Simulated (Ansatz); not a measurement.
A nudged elastic band was laid between two geometries of CH₆BNSi (10 atoms, charge 0, multiplicity 1).

Method: RKS PBE0/def2-SVP (Ansatz).

```yaml
movable_images: 9
climbing_image: yes
spring: 5.0 eV/Å²
optimiser: quadratic models (default)
start_path: IDPP
force_threshold: 0.05 eV/Å
iteration_limit: 36
end_points: relaxed
```

Initial state:

```xyz
10
Properties=species:S:1:pos:R:3
C -1.200 0.692 -1.066
B -0.131 0.078 -0.114
N 0.339 -1.162 0.276
Si 1.318 0.004 1.193
H -1.893 1.336 -0.500
H -0.715 1.345 -1.810
H -1.788 -0.071 -1.601
H 0.144 -2.138 0.072
H 1.147 -0.067 2.677
H 2.779 -0.017 0.873
```

Final state:

```xyz
10
Properties=species:S:1:pos:R:3
C -1.165 0.679 -1.112
B -0.125 0.077 -0.121
N 0.015 -1.011 0.721
Si 1.530 -0.099 0.901
H -2.089 0.083 -1.180
H -1.432 1.705 -0.810
H -0.727 0.761 -2.120
H -0.530 -1.822 0.998
H 1.770 0.454 2.270
H 2.756 -0.827 0.452
```

**Question.** What changes between the two ends?

**Answer.** No bond is made or broken. The dihedral H5–C1–B2–N3 goes from 123 to 1°. The two ends are copies of one structure, up to a mirror image or an exchange of like atoms.

**Question.** What energy profile does the band end with?

**Answer.** The run converged. The highest image is number 5 of 0 to 10, 2.2 kJ/mol above the ends, which have the same energy within 2 meV. A vibrational analysis at the climbing image gives one clearly imaginary mode, 110i cm⁻¹: a first-order saddle point.

```csv
image,path coordinate (Å),energy (kJ/mol),dihedral H5–C1–B2–N3 (°)
0,0.00,0.0,123
1,0.33,0.2,110
2,0.65,0.7,97
3,0.98,1.4,84
4,1.30,1.9,71
5,1.63,2.2,59
6,1.95,2.0,47
7,2.28,1.4,36
8,2.60,0.7,24
9,2.92,0.2,12
10,3.24,0.0,1
```

**Question.** What is the geometry of the highest image?

**Answer.** 
```xyz
10
Properties=species:S:1:pos:R:3
C -1.165 0.712 -1.095
B -0.109 0.105 -0.121
N 0.093 -1.069 0.583
Si 1.494 -0.053 0.983
H -2.153 0.751 -0.606
H -0.909 1.724 -1.435
H -1.277 0.067 -1.983
H -0.381 -1.957 0.714
H 1.598 0.324 2.426
H 2.809 -0.603 0.533
```

**Question.** What are the harmonic wavenumbers there?

**Answer.** 110i, 260, 260, 513, 530, 639, 644, 689, 749, 852, 853, 949, 995, 1050, 1291, 1422, 1438, 1511, 2218, 2222, 3054, 3138, 3179, 3599 cm⁻¹.

Run time: 4.1 min on 1 thread of AMD EPYC (Zen 3) (shared host), peak memory 0.18 GiB.
